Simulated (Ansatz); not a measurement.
Calculated with Ansatz (gas phase, PBE0-D4/def2-TZVP geometries, no zero-point term in ΔE). CCSD(T)/CBS adds triple-zeta CCSD(T) − MP2 to the extrapolated MP2 energy (def2 sets, frozen cores). This one scheme is used for every species. DFT in def2-TZVPP. For Ge outer-core shells are correlated without core-valence functions, which leaves a few kJ/mol of doubt a bond. Scalar relativity is left out up to krypton. One conformer a species, not always the lowest.

Consider the ligand exchange at a Ge–O bond: `O[SiH](F)[O][GeH3]` + `[NH2][GeH3]` → `[GeH3][NH][GeH3]` + `O[SiH](O)F`.

```
         level  ΔE (kJ/mol)
        B97M-V         37.9
MP2/def2-TZVPP         29.6
```

Problem. What does CCSD(T)/CBS give? (Estimate.)

Solution. The calculation gave: +30.7 kJ/mol. The listed levels differ from it by 7.2, -1.1 kJ/mol.

Largest T1 diagnostic among the species: 0.012.

In def2-TZVPP, CCSD(T) changes the Hartree–Fock value by −11.7 kJ/mol (the triples alone add −1.4 kJ/mol) and MP2 by −13.8 kJ/mol. Leaving LDA and LC-ωPBE aside and taking each functional with its dispersion term where it has one, the values, not all of them listed here, spread over 7.7 kJ/mol, from PBE-D4 to BHLYP-D4. LDA lies −5.4 kJ/mol from PBE without D4.
